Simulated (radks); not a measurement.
Charge is removed step by step from the 3s down level of the phosphorus ion P2+, starting from [Ne] 3s(up 1, down 1) 3p1. Method: scalar-relativistic Kohn-Sham, PBE, spin-polarised, spherical densities, point nucleus; open shells are filled with parallel spins first; computed with a radial shooting solver on a logarithmic mesh with Libxc functionals.

removed (e)  E - E(0) (eV)  eigenvalue (eV)
0                    0.000          -33.159
0.125                4.228          -34.496
0.25                 8.624          -35.834
0.375               13.186          -37.175
0.5                 17.917          -38.522
0.625               22.817          -39.886
0.75                27.890          -41.286
0.875               33.140          -42.728

The mean slope of the eigenvalue, de/dn, is 10.9 eV per electron.
